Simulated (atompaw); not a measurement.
Ga (Z = 31): PAW (atompaw) pseudisation with LDA (PW92), scalar-relativistic reference atom.

atompaw 4.2.0.5 was run on this input:

```
Ga 31
LDA-PW scalarrelativistic loggrid 1500 logderivrange -3 5 201
4 4 3 0 0 0
4 0 1.75
4 1 1.25
0 0 0
c
c
c
v
c
c
v
v
2
2.95 2.50 2.50 2.90
y
-0.1
n
y
1.75
n
y
0.8
n
custom rrkj vanderbiltortho sinc
bessel
1.85
1.85
2.95
2.95
0.65
0.65
PWSCFOUT
UPFDX 0.0125d0 UPFXMIN -7.d0 UPFZMESH 31.d0
END
```

Command:

```bash
atompaw < Ga.input > Ga.log
```

Resulting log (summary file):

```
Completed calculations for Ga (AE)

 Exchange-correlation type: LDA, Perdew-Wang correlation

 Radial integration grid is logarithmic
 r0 =   2.7104631E-04 h =   8.4024356E-03   n =      1500 rmax =   8.0000000E+01

 Scalar relativistic calculation

 AEatom converged in  44 iterations
   nz     =  31.00
   delta  =       2.085228785599E-15

 All Electron Orbital energies:
  n  l      occupancy      energy
  1  0      2.0000000E+00 -7.5050832E+02
  2  0      2.0000000E+00 -9.2648353E+01
  3  0      2.0000000E+00 -1.0873273E+01
  4  0      1.7500000E+00 -6.9575776E-01
  2  1      6.0000000E+00 -8.0752525E+01
  3  1      6.0000000E+00 -7.2882697E+00
  4  1      1.2500000E+00 -2.1591338E-01
  3  2      1.0000000E+01 -1.4624164E+00

 Total energy
   Total                    :    -3882.12481495699512

 ---
 Completed calculations for Ga (SC)

 Exchange-correlation type: LDA, Perdew-Wang correlation

 Radial integration grid is logarithmic
 r0 =   2.7104631E-04 h =   8.4024356E-03   n =      1500 rmax =   8.0000000E+01

 Scalar relativistic calculation

 SCatom converged in   3 iterations
   nz     =  31.00
   delta  =       7.693419754426E-17

 Valence Electron Orbital energies:
  n  l      occupancy      energy
   4  0      1.7500000E+00 -6.9575776E-01
   4  1      1.2500000E+00 -2.1591338E-01
   3  2      1.0000000E+01 -1.4624164E+00

 Total energy
   Total                    :    -3882.12481495740712
   Valence                  :     -271.98864046978815

 PAW parameters:
       lmax =            2
         rc =    2.9688776739955576
        irc =         1108
   rc_shape =    2.5095879492283388
    rc_vloc =    2.5095879492283388
    rc_core =    2.9193984230886789
   Vloc: truncated form - Vps(r)=A.sin(qr)/r for r<rc
   Projector type: RRKJ pseudization + Vanderbilt ortho.
   Sinc^2 compensation charge shape zeroed at   2.5096E+00

 Number of basis functions     6
 No.   n  nodes  l      Energy         Cp coeff         Occ
  1    4    3    0   -0.6957578E+00 -0.1590858E+03  0.1750000E+01
  2  999    4    0   -0.1000000E+00 -0.4476479E-01  0.0000000E+00
  3    4    2    1   -0.2159134E+00  0.8995996E+01  0.1250000E+01
  4  999    3    1    0.1750000E+01 -0.8415210E+00  0.0000000E+00
  5    3    0    2   -0.1462416E+01 -0.5285484E+00  0.1000000E+02
  6  999    1    2    0.8000000E+00 -0.3284246E+01  0.0000000E+00

 Eigenvalues of overlap operator (in the basis of projectors):
    1        8.96215023E-04
    2        1.85772225E-01
    3        1.15615312E+00
    4        9.30311905E+00
    5        2.46361971E+01
    6        1.41417409E+02

 Orbital leakage outside PAW augmentation regions
   orb  is_core?  %out_of_sphere
   1 0    T          -0.00
   2 0    T           0.00
   3 0    T           0.00
   4 0    F          20.78
   2 1    T           0.00
   3 1    T           0.00
   4 1    F          52.41
   3 2    F           0.22

 Summary of PAW energies
   Total valence energy     :   -271.98864178947713
   Smooth energy            :    164.52602361061886
   One center               :   -436.51466540009596
   Smooth kinetic           :    195.11252615201053
   Vloc energy              :    -21.66737097636114
   Smooth exch-corr         :    -18.19814650706655
   One-center xc            :   -126.97806541412794
```

The run took about 10 s on one core of a shared server CPU.
